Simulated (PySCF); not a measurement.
Excitations are Tamm–Dancoff values on a coarser integration grid. The basis has no diffuse functions, so Rydberg states are missing or too high.

Cartesian coordinates (Å):
SMILES: B(I)(I)I
```xyz
4

I      2.1030    -0.1969     0.0024
B     -0.0004    -0.0002    -0.0010
I     -0.8799     1.9207    -0.0023
I     -1.2227    -1.7236     0.0009
```
Charge 0, spin multiplicity 1.

Task: Predict the brightest of the four lowest singlets (TDA), total energy and HOMO from CAM-B3LYP-D3(BJ)/def2-TZVP in PySCF.

Result: 
```
Quantity                                           Result
-------------------------------------------  ------------
brightest of the four lowest singlets (TDA)       4.89 eV
total energy                                 -24981.47 eV
HOMO                                             -8.60 eV
```
